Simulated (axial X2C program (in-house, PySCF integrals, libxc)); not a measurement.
Worked dissociation energy of NiH: HF, scalar-relativistic

Computed with an in-house all-electron X2C program for linear molecules (integrals from PySCF). Spin-free means the one-electron spin-free X2C Hamiltonian. Basis: Ni dyall-cv3z [9s9p6d3f2g], H dyall-v3z [6s2p1d] (cores contracted in-house); Gaussian nuclei, density fitting, unrestricted open shells. Masses: Ni 57.935 u, H 1.008 u.

Molecular state: M_S = 1/2, Λ = 2 (beyond evenly filled blocks: δ+α, δ+β, δ-α).

```
E(Ni) (2M_S = 2, M_L = 3) : -1519.131224 hartree
E(H) (2M_S = 1, M_L = 0)  : -0.500004 hartree
E(NiH) at Re              : -1519.673199 hartree
ωe                        : 1662.2 cm⁻¹
ωexe                      : 38.2 cm⁻¹
```

(1) Work out De and D0.

The state is a single determinant with fixed occupations, the lowest that a limited PBE0 search found. Dissociation energies refer to the lowest single-determinant-based atoms at the same level and basis. PBE0 can misorder states that lie within some tenths of an eV, so this need not be the ground state of the molecule. The nearest other spin-free determinant of the search, M_S = 1/2, Λ = 0, lies 0.12 eV up at the distance of the search. The determinant is spin-polarised beyond a pure state at some levels (its spin-free form has ⟨S²⟩ too high), which makes Re and μ there less reliable.

Hartree–Fock lacks correlation and underbinds, often by eV.

Each atomic determinant is the lowest at this level and need not be a pure term. Totals compare only within one Hamiltonian and basis.

## Answers

(1) De = -1519.131224 + (-0.500004) − (-1519.673199) = 0.04197 hartree = 1.142 eV. The zero-point energy is ωe/2 − ωexe/4 = 822 cm⁻¹ = 0.102 eV, so D0 = 1.040 eV.
